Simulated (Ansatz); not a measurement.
Start from `[OH][InH][F]` and change one atom or group to get `[F][InH2]`.

Ansatz, PBE0-D4/def2-TZVP geometries, multiplicity 1. Each molecule was computed in one conformer, which needn't be the lowest.

Elements past krypton have def2 core potentials.

```tsv
property	`[OH][InH][F]`
LUMO energy (B3LYP/def2-TZVPP) / eV	-1.79
size of the dipole moment (PBE/def2-TZVPP) / D	3.91
HOMO energy (ωB97M-V/def2-TZVPP) / eV	-11.33
size of the dipole moment (ωB97M-V/def2-TZVPP) / D	4.17
HOMO–LUMO gap (ωB97M-V/def2-TZVPP) / eV	11.38
LUMO energy (PBE/def2-TZVPP) / eV	-2.33
```

Question: What does the change do to each property? (Estimate.)

Answer: The calculation gave: 
| property | `[F][InH2]` | shift |
| --- | --- | --- |
| LUMO energy (B3LYP/def2-TZVPP) / eV | -2.15 | -0.36 |
| size of the dipole moment (PBE/def2-TZVPP) / D | 2.85 | -1.06 |
| HOMO energy (ωB97M-V/def2-TZVPP) / eV | -10.97 | 0.36 |
| size of the dipole moment (ωB97M-V/def2-TZVPP) / D | 3.07 | -1.10 |
| HOMO–LUMO gap (ωB97M-V/def2-TZVPP) / eV | 10.61 | -0.77 |
| LUMO energy (PBE/def2-TZVPP) / eV | -2.55 | -0.22 |

With PBE0 the HOMO rises by 0.16 eV and the LUMO falls by 0.42 eV, so the gap narrows by about 0.58 eV. PBE moves the HOMO by -0.03 eV and ωB97M-V by 0.36 eV. Dipoles are sizes alone; their direction can turn.

B3LYP here is the variant with VWN-RPA as its local correlation; programs differ in this.
